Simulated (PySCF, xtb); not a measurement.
difluoro(silyl)silane (F₂H₄Si₂), SMILES F[SiH](F)[SiH3].

Harmonic wavenumbers (cm⁻¹) from GFN2-xTB (xtb 6.7.1) at its own minimum, in rising order: 17, 129, 176, 248, 451, 474, 483, 654, 667, 783, 796, 798, 829, 842, 2240, 2244, 2248, 2349.

### Question
What does TPSSh-D3(BJ)/def2-SVP (PySCF 2.14.0) give at its own minimum? (Estimate from the structure and the level; the computed values follow.)

### Answer
97, 133, 192, 301, 422, 518, 541, 819, 828, 843, 915, 932, 946, 959, 2249, 2260, 2266, 2289. Paired by order, the mean absolute difference is 70 cm⁻¹ and the zero-point energies are 23.5 and 25.0 kcal/mol.
